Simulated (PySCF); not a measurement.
**Predicted spectroscopic data**

[PySCF 2.14: GFN2-xTB structure; shieldings: GIAO PBE0/pcSseg-1; single conformer; non-relativistic Hamiltonian; fast rotation and ring inversion assumed for equivalent nuclei; no solvent]

δ = σ(ref) − σ, references computed at the same level: TMS for $^{1}$H, $^{13}$C. Splittings of carbon signals by F and P are missing where no couplings were computed. Where no couplings were computed, multiplicities follow the n + 1 count of equivalent neighbours, and m marks all less simple cases (inequivalent or close neighbours, rings, F or P nearby). Shifts are as computed. Against solution values, carbons near 30 ppm lie about +3 ppm off and those near 130 ppm about +5 ppm (rms about the fit 2.1 ppm; single classes can miss by 10 ppm). Of 1328 compounds with measured shifts, 309 miss one by over three times the rms of a fit or turn the order of signals round; such compounds aren't used in these exercises. Signals without a measured value on file couldn't be tested in this way; 1H shifts scatter by 0.2 ppm about their fit, and single ones miss by 0.5 ppm. OH and NH positions are gas-phase values without hydrogen bonding to other molecules.

Compound 1 (C$_{7}$H$_{6}$N$_{2}$). $^{1}$H NMR (500 MHz, computed): δ 6.10 (m, 1H), 2.94 (s, 2H), 2.05 (m, 3H). $^{13}$C{$^{1}$H} NMR (computed): δ 228.5, 121.3, 118.8, 102.0, 79.8, 23.0, 16.4. Structure: `C(CC(=C=CC)C#N)#N`.

Compound 2 (C$_{5}$H$_{13}$PSi). $^{1}$H NMR (500 MHz, computed): δ 8.09 (m, 1H), 8.02 (m, 1H), 1.70 (m, 2H), 0.08 (s, 9H). $^{13}$C{$^{1}$H} NMR (computed): δ 181.1 (CH2), 31.7 (CH2), -1.1 (CH3). Structure: SMILES C=PC[Si](C)(C)C.

Compound 3 (C$_{7}$H$_{6}$N$_{2}$). $^{1}$H NMR (500 MHz, computed): δ 7.74 (d, 2H), 6.70 (d, 2H), 3.78 (br s, 2H). $^{13}$C{$^{1}$H} NMR (computed): δ 154.2 (C), 141.9 (CH), 125.0 (C), 116.5 (CH), 104.6 (C). Structure: `N#Cc1ccc(N)cc1`.

Compound 4 (C$_{4}$H$_{2}$F$_{2}$O$_{2}$). $^{1}$H NMR (500 MHz, computed): δ 5.67 (m, 2H). $^{13}$C{$^{1}$H} NMR (computed): δ 150.8, 134.2. Structure: `FC1=C(F)OC=CO1`.
